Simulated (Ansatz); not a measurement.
Consider the atomization: `CN[SiH2]Cl` → C• + Cl• + 6 H• + N• + Si•.

Gas-phase electronic energies from Ansatz, PBE0-D4/def2-TZVP geometries. CCSD(T)/CBS adds triple-zeta CCSD(T) − MP2 to the extrapolated MP2 energy (def2 sets, frozen cores). This one scheme is used for every species, atoms too. Functionals use def2-TZVPP. B3LYP here is the variant with VWN-RPA as its local correlation; programs differ in this. No spin–orbit coupling; open shells (•) take unrestricted orbitals. Spin–orbit coupling would lower the free atoms: a little for C, Cl, Si. Each species was taken in one conformer, which may not be the lowest.

`CN[SiH2]Cl`:

```xyz
10

C    -0.136   -0.594    1.273
N    -0.052    0.554    0.392
Si    0.327    0.451   -1.259
Cl   -1.132   -0.441   -2.433
H    -1.135   -1.045    1.298
H     0.146   -0.322    2.294
H     0.564   -1.363    0.937
H    -0.606    1.339    0.697
H     0.500    1.825   -1.777
H     1.524   -0.403   -1.422
```

```
         level  ΔE (kcal/mol)
     revPBE-D4          814.7
      B3LYP-D4          824.4
       ωB97X-V          828.7
          BLYP          809.5
          PBE0          818.0
         B3LYP          816.7
 MP2/CBS(def2)          832.5
CCSD/CBS(def2)          814.6
```

Task: What does CCSD(T)/CBS give? (Estimate.)

Result: The calculation gave: +824.9 kcal/mol. The listed levels differ from it by -10.2, -0.5, 3.8, -15.4, -6.9, -8.2, 7.6, -10.3 kcal/mol.

Largest T1 diagnostic among the species: 0.012.

At CCSD(T), def2-SVP lies −56.2 kcal/mol from the extrapolated value and def2-TZVPP −23.8 kcal/mol: correlation converges slowly with the basis, and small sets miss more of it in the bonded molecule than in its fragments. From BLYP to BHLYP (50 % exact exchange), in def2-TZVPP and without D4, ΔE moves by −8.9 kcal/mol: exact exchange takes away binding that semilocal exchange gives to molecules. Leaving LDA and LC-ωPBE aside and taking each functional with its dispersion term where it has one, the values, not all of them listed here, spread over 25.3 kcal/mol, from BHLYP-D4 to PBE-D4. LDA lies +103.0 kcal/mol from PBE without D4, its usual overbinding.

For atomizations the MP2-based limit and the directly extrapolated one differ by several kJ/mol either way, and by 10 to 25 for some Ge, Se and Sn compounds, so smaller differences from it don't rank the levels.
